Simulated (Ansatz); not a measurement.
Two members of one family ((BeSe)n off), computed with Ansatz in the gas phase. The two geometries come from different levels. Binding counts from free atoms in the multiplicity of their measured ground term, without zero-point energy. A dash marks a value that wasn't run or was left out as unsound. The structures are stationary points that may keep the symmetry of their start. Remarks come from the PBE and PBE0 runs and from stability tests at other levels; not every state was tested. HOMO above LUMO (over both spins in singlets and doublets, within one spin in higher multiplets; at PBE or PBE0), or a gap under 0.15 eV within one spin, warns that the state may not be the lowest or that an electron is smeared out.

First: Be4Se5 (singlet, charge 0, PBE0-D4/def2-SVP geometry).

Cartesian coordinates in Å:
```
Be 1.468 0.683 0.604
Be 0.669 -0.475 -1.271
Be 0.067 -1.161 0.966
Be -0.933 1.136 0.097
Se 2.064 -1.386 0.129
Se 0.785 1.673 -1.206
Se -1.246 -1.476 -0.789
Se -0.105 0.656 2.104
Se -2.769 0.350 -0.637
```

| level | HOMO (eV) | LUMO (eV) | gap (eV) | vertical IE (eV) | vertical triplet (eV) | binding per atom (eV) |
| --- | --- | --- | --- | --- | --- | --- |
| PBE-D4/def2-TZVP | -5.46 | -3.65 | 1.80 | 7.98 | 1.97 | 3.48 |
| r2SCAN-D4/def2-TZVP | -5.70 | -3.45 | 2.25 | – | 2.07 | 3.43 |
| PBE0-D4/def2-SVP | -6.53 | -3.05 | 3.48 | – | – | 3.41 |
| PBE0-D4/def2-TZVP | -6.54 | -2.95 | 3.59 | 8.20 | 2.16 | 3.41 |
| PBE0-D4/def2-TZVPD | -6.56 | -2.97 | 3.59 | – | – | 3.41 |

Second: Be5Se4 (singlet, charge 0, B3LYP-D4/def2-SVP geometry).

```
atom    x (Å)    y (Å)    z (Å)
 Be1  -0.1980  -1.2453  -1.7645
 Be2   1.3361  -1.9154   0.2848
 Be3   0.9505   0.5641   1.6185
 Be4  -1.6568   0.1433  -1.3931
 Be5  -1.0153   2.1068   0.2627
 Se6   1.4399  -2.4599  -1.6658
 Se7   1.1195  -1.3623   2.2237
 Se8   0.8077   2.5056   1.0577
 Se9  -2.7836   1.6632  -0.6239
```

**Question.** Estimate how these quantities change from the first to the second (second minus first).

**Answer.** 
| level | Δ HOMO (eV) | Δ LUMO (eV) | Δ gap (eV) | Δ vertical IE (eV) | Δ vertical triplet (eV) | Δ binding per atom (eV) |
| --- | --- | --- | --- | --- | --- | --- |
| PBE-D4/def2-TZVP | -0.90 | 0.27 | 1.17 | 0.42 | 0.57 | -0.25 |
| r2SCAN-D4/def2-TZVP | -0.94 | 0.21 | 1.14 | – | 0.41 | -0.18 |
| PBE0-D4/def2-SVP | -0.92 | 0.26 | 1.18 | – | – | -0.21 |
| PBE0-D4/def2-TZVP | -0.90 | 0.22 | 1.12 | 0.67 | 0.51 | -0.23 |
| PBE0-D4/def2-TZVPD | -0.91 | 0.20 | 1.11 | – | – | -0.23 |

Remarks: gap within one spin near zero at PBE or PBE0 (+1 doublet).
